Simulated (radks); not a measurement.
Values are calculated unless marked as measured or tabulated.
The oxygen anion O2-, [Ne], held by a Watson sphere: a shell of charge +2 at radius R that stands for the Madelung well of a crystal (potential energy -2/R inside, -2/r outside, in hartree with lengths in bohr). Level of theory: non-relativistic Kohn-Sham, LB94 model potential, spin-unpolarised, spherical densities, point nucleus (a radial shooting solver on a logarithmic mesh with Libxc functionals). Response by self-consistent Sternheimer equations with the Hartree and adiabatic LDA kernel. The sphere does not respond.

R (bohr)  e(1s) (eV)  e(2s) (eV)  e(2p) (eV)  <r> 2p (bohr)  sum of <r^2> (bohr^2)  X-ray form factor at sin(theta)/lambda = 0.1 1/angstrom  alpha (bohr^3)
1.83         -532.48     -27.750     -13.762          1.420                  19.80                                                    8.715           10.79
2.41         -531.33     -24.723     -11.122          1.532                  23.14                                                    8.548           17.89
2.65         -530.76     -23.736     -10.204          1.571                  24.42                                                    8.491           21.73
3.02         -529.89     -22.450      -8.968          1.624                  26.31                                                    8.415           28.89
3.06         -529.80     -22.326      -8.846          1.629                  26.51                                                    8.407           29.77
3.42         -529.02     -21.311      -7.840          1.674                  28.27                                                    8.345           38.58
3.66         -528.54     -20.726      -7.252          1.701                  29.42                                                    8.309           45.54
3.71         -528.44     -20.613      -7.137          1.707                  29.65                                                    8.302           47.11
3.85         -528.18     -20.307      -6.827          1.721                  30.32                                                    8.282           51.75
